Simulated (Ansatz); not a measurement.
`[SnH3]` radical. Total charge 0; spin multiplicity 2. Sn: def2 effective core potential. The geometry is a stationary point of PBE0-D4/def2-TZVP.

```xyz
4

Sn    0.246    0.126    0.323
H    -0.966   -0.936    0.911
H     1.210   -0.687   -0.838
H    -0.490    1.498   -0.396
```

(1) What is the dipole moment at ωB97M-V/def2-TZVPP? (Estimate.)

(2) And with PBE, r2SCAN, B3LYP? (An estimate is asked.)

(3) Give the Mulliken charges with ωB97M-V, PBE, B3LYP in def2-TZVPP. (Best estimate.)

## Answers

(1) The calculation gave: 0.36 D, with components (0.21, 0.11, 0.27) D in this frame, pointing from negative to positive charge.

(2) Ansatz gave: PBE 0.27 D, r2SCAN 0.30 D, B3LYP 0.35 D.

(3) The calculation gave: 
| atom | ωB97M-V | PBE | B3LYP |
| --- | --- | --- | --- |
| Sn1 | 0.25 | 0.30 | 0.35 |
| H2 | -0.08 | -0.10 | -0.12 |
| H3 | -0.08 | -0.10 | -0.12 |
| H4 | -0.08 | -0.10 | -0.12 |

B3LYP here is the variant with VWN-RPA as its local correlation; programs differ in this.
